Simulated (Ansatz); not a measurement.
Ba₂O. Total charge 0; singlet. Geometry PBE0-D4/def2-TZVP, that of the charge +1 doublet.

```xyz
3

Ba   -1.497   -1.236   -0.744
Ba    1.631    0.902    0.922
O    -0.133    0.334   -0.178
```

In the def2 sets Ba takes a core potential; there is no spin–orbit coupling. A triplet lies near this restricted singlet, and broken spin symmetry wasn't tried. The structure comes from a short search, and lower isomers may exist.

Question: Estimate the orbital energies around the gap (eV) in Ansatz with PBE-D4/def2-TZVP, r2SCAN-D4/def2-TZVP, PBE0-D4/def2-TZVP.

Answer: 
```csv
orbital,PBE-D4/def2-TZVP,r2SCAN-D4/def2-TZVP,PBE0-D4/def2-TZVP
HOMO−5,-17.29,-18.03,-18.92
HOMO−4,-15.22,-15.96,-16.93
HOMO−3,-5.95,-6.23,-7.28
HOMO−2,-5.90,-6.18,-7.23
HOMO−1,-5.62,-5.86,-6.91
HOMO,-2.48,-2.46,-2.76
LUMO,-1.98,-1.91,-1.64
LUMO+1,-1.04,-0.99,-0.68
LUMO+2,-1.04,-0.99,-0.67
LUMO+3,-0.91,-0.78,-0.40
LUMO+4,-0.88,-0.76,-0.36
LUMO+5,-0.80,-0.64,-0.31
```
